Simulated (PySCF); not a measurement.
Ga(Me)(Cl) (CH3ClGa), SMILES [Cl][Ga+][CH3], charge +1.

The structure is a stationary point at ωB97X-D3(BJ)/def2-TZVP. The spin state was assumed, not searched. The isomer is the one that the SMILES or the coordinates give; other isomers of the formula were not compared.

Method: TDDFT-PBE/def2-SVPD in PySCF 2.14.0.

Vertical excitations; the highest root listed may be one member of a degenerate set. Isolated molecule, no solvent. State labels are in the subgroup Cs.

| state | symmetry | energy (eV) | λ (nm) | f | main pairs |
|---|---|---|---|---|---|
| S1 | A' | 5.95 | 208 | 0.012 | HOMO−1→LUMO (degenerate set) |
| S2 | A" | 5.95 | 208 | 0.012 | HOMO→LUMO (degenerate set) |
| S3 | A" | 6.19 | 200 | 0.000 | HOMO−1→LUMO+1 50 %, HOMO→LUMO+2 50 % |
| S4 | A" | 6.28 | 197 | 0.000 | HOMO→LUMO+2, HOMO−1→LUMO+1 (degenerate set) |
| S5 | A' | 6.28 | 197 | 0.000 | HOMO−1→LUMO+2, HOMO→LUMO+1 (degenerate set) |
| S6 | A' | 6.82 | 182 | 0.000 | HOMO→LUMO+1 33 %, HOMO−1→LUMO+2 33 %, HOMO−2→LUMO 27 % |
| S7 | A" | 7.17 | 173 | 0.014 | HOMO−2→LUMO+1 (degenerate set) |
| S8 | A' | 7.17 | 173 | 0.014 | HOMO−2→LUMO+2 (degenerate set) |
| S9 | A' | 7.97 | 156 | 0.010 | HOMO−3→LUMO (degenerate set) |
| S10 | A" | 7.97 | 156 | 0.010 | HOMO−4→LUMO (degenerate set) |
| T1 | A' | 5.51 | 225 | 0 | HOMO−1→LUMO (degenerate set) |
| T2 | A" | 5.51 | 225 | 0 | HOMO→LUMO (degenerate set) |
| T3 | A' | 5.78 | 215 | 0 | HOMO−1→LUMO+2 49 %, HOMO→LUMO+1 49 % |
| T4 | A' | 5.93 | 209 | 0 | HOMO−2→LUMO 99 % |
Triplets are in the Tamm–Dancoff approximation, which puts them higher than full response would, so one can lie above its singlet here.
